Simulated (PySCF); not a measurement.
ZnHCl, SMILES [Cl][ZnH]. Heavy atoms are numbered as in [ZnH:1][Cl:3]. Hydrogens are named by the atom that carries them.

Geometry optimised at PBE-D3(BJ)/def2-TZVP.

Calculation: PBE0/pcSseg-2 (PySCF).

GIAO shieldings, no solvent; atoms alike by connectivity are averaged. δ = σ(ref) − σ: ¹H against TMS (σ = 31.54 ppm); ³⁵Cl against HCl (σ = 943.3 ppm), references at their B3LYP-D3(BJ)/def2-TZVP geometries, non-relativistic (without spin–orbit terms, shifts of atoms bonded to Cl or Br come out too high).

Task: Estimate the chemical shifts. (An estimate is asked for; the answer gives what the named calculation found.)

Result: 
```json
[
 {"nucleus": "¹H", "atoms": "H on Zn1", "count": "1", "δ (ppm)": "4.49"},
 {"nucleus": "³⁵Cl", "atoms": "Cl3", "count": "1", "δ (ppm)": "-32.7"}
]
```
